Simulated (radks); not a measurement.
Question: Excited configurations of Ba II: one electron is placed in a higher orbital outside [Xe]. The ground configuration is [Xe] 6s1. Method: Dirac Kohn-Sham, PBE, spin-unpolarised, spherical densities, point nucleus; open shells fill j = l - 1/2 first; computed with a radial shooting solver on a logarithmic mesh with Libxc functionals. Excitation = E - E(ground); binding = E(ion) - E, where the ion is the core of charge +2; n* = 2/sqrt(2 binding) in atomic units, and the quantum defect is n - n*.

| outer orbital | excitation (eV) | binding (eV) | n* | quantum defect | eigenvalue (eV) | <r> (bohr) |
|---|---|---|---|---|---|---|
| 4f5/2 | 4.723 | 5.255 | 3.218 | 0.782 | -2.156 | 4.212 |
| 5f5/2 | 6.530 | 3.448 | 3.973 | 1.027 | -2.463 | 8.952 |
| 6p1/2 | 2.442 | 7.537 | 2.687 | 3.313 | -5.664 | 5.250 |
| 6d3/2 | 5.452 | 4.527 | 3.467 | 2.533 | -3.411 | 7.956 |
| 6f5/2 | 7.654 | 2.324 | 4.839 | 1.161 | -1.766 | 15.18 |
| 7s1/2 | 4.970 | 5.008 | 3.296 | 3.704 | -3.970 | 8.520 |
| 7p1/2 | 5.845 | 4.134 | 3.628 | 3.372 | -3.242 | 9.892 |
| 7d3/2 | 7.175 | 2.804 | 4.406 | 2.594 | -2.194 | 13.77 |
| 7f5/2 | 8.316 | 1.662 | 5.722 | 1.278 | -1.307 | 22.73 |

Estimate the row for 5d3/2.

Answer: excitation (eV) 0.603; binding (eV) 9.376; n* 2.409; quantum defect 2.591; eigenvalue (eV) -5.968; <r> (bohr) 3.234. The Delta-SCF ionisation energy is 9.978 eV (NIST Atomic Spectra Database: 10.004 eV, measured). Self-interaction in the functional shifts the binding energies and quantum defects, so they are the method's values and not measured ones. Spin polarisation and multiplet splitting are left out, so open shells lie too high by an amount that depends on their filling.

Beside tabulated values, note that spin-unpolarised runs miss the spin-polarisation part of the exchange energy of open shells.
